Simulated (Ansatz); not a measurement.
`O=[CH][InH2]` + NH₃ → `[NH2][InH2]` + `C=O` at 600 K and 1 bar (ligand exchange at the In–C bond).

Program: Ansatz. Geometries: PBE0-D4/def2-TZVP. ΔE: electronic, gas phase. CCSD(T)/CBS adds triple-zeta CCSD(T) − MP2 to the extrapolated MP2 energy (def2 sets, frozen cores). This one scheme is used for every species. def2 core potentials past Kr. For In outer-core shells are correlated without core-valence functions, which leaves a few kJ/mol of doubt a bond.

```tsv
species	CCSD(T)/CBS energy (Eh)	H − E (kJ/mol)	S (J/(mol·K))
`O=[CH][InH2]`	-304.76964	117.1	373.2
NH₃	-56.50880	112.4	219.5
`[NH2][InH2]`	-246.90424	135.4	338.1
`C=O`	-114.39408	92.5	246.7
```

H − E and S are ideal-gas, rigid-rotor, harmonic terms from PBE0-D4/def2-TZVP. 1 Eh = 2625.50 kJ/mol, R = 8.31446 J/(mol·K).

Task: By hand: ΔE, ΔH, ΔS and ΔG.

Result: ΔE = (-246.90424) + (-114.39408) − (-304.76964) − (-56.50880) = -0.01988 Eh = -52.2 kJ/mol. Δ(H − E) = 135.4 + 92.5 − 117.1 − 112.4 = -1.6, so ΔH = -53.8 kJ/mol. ΔS = 338.1 + 246.7 − 373.2 − 219.5 = -7.9 J/(mol·K). ΔG = -53.8 − 600 × (-7.9)/1000 = -49.1 kJ/mol.

Task: By hand: the equilibrium constant, and the temperature at which ΔG would vanish if ΔH and ΔS stayed fixed.

Result: log₁₀ K = −ΔG/(RT ln 10) = 4.3. ΔG = 0 at ΔH/ΔS = 6810 K, far beyond where these terms or the molecules hold.

The number of gas molecules stays the same, so ΔS is small and ΔH decides. A doubt of 5 kJ/mol in ΔE shifts log₁₀ K by 0.4 here. These are equilibria of isolated gas molecules and say nothing of rates. Largest T1 diagnostic: 0.017 (customary marks: 0.02 for closed shells, 0.045 for open ones).
